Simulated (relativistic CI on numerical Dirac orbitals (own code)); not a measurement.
## Spin-allowed bands of a d2 ion in an octahedral site, by hand

Problem. Take Δ = 12240 cm⁻¹ and B = 720 cm⁻¹ for a d2 ion in an octahedral site. Calculate the three spin-allowed bands.

Working.
1. The terms of highest spin are 3F (energy 0) and 3P (15B = 10800 cm⁻¹). Here the F term splits into A2 at +1.2Δ = 14688, T2 at +0.2Δ = 2448 and T1 at −0.6Δ = -7344 cm⁻¹.
2. The two T1 states mix through the element 0.4Δ: H = [[-7344, 4896], [4896, 10800]], with roots ½(H₁₁ + H₂₂) ∓ ½√[(H₂₂ − H₁₁)² + 4H₁₂²] = ½(3456) ∓ ½(20618) = -8581 and 12037 cm⁻¹.
3. The ground term is 3T1 at -8581 cm⁻¹.
4. Bands: 3T2 11029 cm⁻¹ (907 nm), 3T1(P) 20618 cm⁻¹ (485 nm), 3A2 23269 cm⁻¹ (430 nm).

Check. Exact diagonalisation of the whole d2 shell with these parameters gives 3T2 11029, 3T1 20618, 3A2 23269 cm⁻¹. The match is exact, since without spin-orbit coupling no other term has this spin. The ratio of the second band to the first, 1.869, depends on Δ/B = 17.0 alone, which is how a Tanabe-Sugano diagram is read.
